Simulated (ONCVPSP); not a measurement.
**oxygen (O): one change to an ONCV potential, before and after**

- Element: oxygen
- Generator: ONCVPSP 4.0.1
- Type: optimised norm-conserving Vanderbilt (ONCV)
- Functional: PBE
- Relativity: scalar-relativistic
- Frozen core: [He]
- Valence charge: 6
- Reference configuration: 2s2 2p3.5 (charge +0.5)
- Partial waves: 2s: rc 0.80 bohr, ncon 3, nbas 6, qcut 8.5 1/bohr, 2 projectors, debl 3.7 Ha; 2p: rc 1.30 bohr, ncon 4, nbas 7, qcut 10.7 1/bohr, 3 projectors, debl 1.3 Ha; d scattering state at 0.07 Ha: rc 1.05 bohr, ncon 4, nbas 9, qcut 9.8 1/bohr, 2 projectors, debl 1.3 Ha
- Local potential: polynomial inside 0.50 bohr (lpopt 3, dvloc0 0 Ha)
- Core correction: Teter function, fcfact 4, rcfact 1.05

All-electron outer shells of the reference configuration (PBE, scalar-relativistic, ld1.x):

```csv
shell,level (eV),outermost node (bohr),outermost maximum (bohr)
1s,-523.43,–,0.13
2s,-31.39,0.28,0.87
2p,-16.28,–,0.81
```

Change: all radii but the core radius scaled by about 0.77 (s 0.62, p 1.00, d 0.80 bohr); local potential polynomial inside 0.38 bohr (lpopt 3, dvloc0 0 Ha).

Cutoffs: the cutoffs (Ha) at which the residual kinetic energy of the hardest occupied pseudo-wave falls to 1 and 0.1 mHa per electron; they do not see the model core or the augmentation charge, which bear on the density cutoff. Errors are all-electron minus pseudo energies relative to the spin-unpolarised reference configuration.

Q: How do hardness, ghosts and transferability respond?

A: The potential gets harder (38 Ha and 131 Ha → 49 Ha and 148 Ha); of the 4 tests that both files solve, the error grows in 0 and shrinks in 4 by more than 15 % and 0.3 meV (median size 40.4 → 18.9 meV); neither file shows a bound ghost. A smaller radius makes the pseudo-wave follow the all-electron one further in, where it bends more sharply, so more plane waves are needed. Less of the atom is replaced, so other configurations are described better.

| quantity | base | changed |
| --- | --- | --- |
| cutoff, loose | 38 Ha | 49 Ha |
| cutoff, tight | 131 Ha | 148 Ha |
| loose cutoff by channel | s 38 Ha, p 38 Ha | s 42 Ha, p 49 Ha |
| bound ghosts | none | none |
| GHOST(+) flags under 300 eV | none | none |
| error for 2s2 2p4, meV [ΔE -6.29 eV] | +2.2 | +1.2 |
| error for 2s2 2p3, meV [ΔE 10.15 eV] | +3.8 | +1.3 |
| error for 2s2 2p2, meV [ΔE 43.73 eV] | +77 | +36 |
| error for 2s2 2p0, meV [ΔE 174.50 eV] | +1317 | +800 |
| rms error of d²Exc/dni dnj with the model core, mHa | 2.46 | 2.46 |
